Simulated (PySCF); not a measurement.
Compound: H5N2OSi2 (doublet state).
Geometry (GFN2-xTB, Å), atoms numbered from 1 in this order:
```xyz
10
H5N2OSi2 angstrom
O      2.0357   -0.7772   -0.3866
Si     0.5752   -0.5483    0.2776
N     -0.8009   -0.5397   -0.7853
Si    -1.3819    1.0509   -0.3478
N      0.0792    1.0842    0.6131
H      2.2848   -0.2730   -1.1566
H      0.5752   -1.4893    1.3775
H     -1.2088   -1.2699   -1.3386
H     -2.5962    0.9988    0.4762
H      0.4465    1.7680    1.2481
```

The hyperfine couplings belong to this conformer and change with its torsions.

As a line formula: `O[SiH]1N[SiH]N1` [radical].

Method used: PySCF 2.14.0, UKS B3LYP, pcH-1 on H N O Si, non-relativistic, mean-field spin-orbit, GIAO. Geometry: GFN2-xTB, one conformer, isolated molecule. The geometry wasn't refined by DFT: couplings that depend on bond lengths, twists or pyramidal angles can differ widely from those at the functional's own minimum, by a factor of two or more for some ions and for spin on atoms past the first row. Stability of the SCF solution: not tested.

(1) What are g_iso and the isotropic 29Si coupling of Si4?

(2) For one electron spin and this one nucleus (I = 1/2, g_N = -1.1106), compare first-order, second-order and exact resonance fields at 33.877 GHz.

(3) Someone takes the midpoint and the distance of the outer exact lines at face value. What g and a result?

(4) What levels remain at zero field?

Results:

(1) g_iso = 2.00191 and a = -638.79 MHz, or -22.798 mT (Mulliken spin population +0.72). 29Si makes up about 4.7 % of the natural element, so this concerns labelled samples or satellites.

(2) B0 = hν/(g μB) = 1209.065 mT and a/B0 = -0.0189. B(1) = B0 − a·mI, B(2) = B(1) − a²[I(I+1) − mI²]/(2B0); the exact values solve the Breit–Rabi equation, nuclear Zeeman term included.

| mI | first order (mT) | second order (mT) | exact (mT) | exact − first order |
| --- | --- | --- | --- | --- |
| −1/2 | 1197.666 | 1197.559 | 1197.558 | -0.109 |
| +1/2 | 1220.464 | 1220.357 | 1220.358 | -0.106 |

(3) Their midpoint, 1208.958 mT, gives an apparent g of 2.00208 (true 2.00191), and their distance over 2I an apparent |a| of 22.800 mT (true 22.798).

(4) F = I ± 1/2 = 1 and 0, at a·I/2 = -159.7 MHz and −a(I+1)/2 = +479.1 MHz, that is |a|(I + 1/2) = 638.8 MHz apart; F = 1 lies lower.

Other couplings of abundant isotopes, left aside here: 1 × 1H 266 MHz, 1 × 1H 38 MHz, 2 × 14N 12 MHz, 2 × 1H 6 MHz.

Nuclei that the bonding pattern makes equivalent are averaged, as if the motion that swaps them (rotation, inversion, ring flip) were fast.
